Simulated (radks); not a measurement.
Question: Method: non-relativistic Kohn-Sham, exchange-only LDA, spin-polarised, spherical densities, point nucleus; open shells are filled with parallel spins first (spin-orbit coupling, left out, can overturn this in heavy ions); computed with a radial shooting solver on a logarithmic mesh with Libxc functionals. Response by self-consistent Sternheimer equations with the Hartree and adiabatic exchange-only LDA kernel. For heavy and open-shell atoms this level of theory can miss by tens of per cent. Estimate the static dipole polarisabilities of K ([Ar] 4s1) and V2+ ([Ar] 3d3) and the C6 coefficients of the three pairs.

Answer: alpha = 297.4 and 5.348 bohr^3; C6 = 4021 (K-K), 144.3 (K-V2+), 16.15 (V2+-V2+) hartree bohr^6.
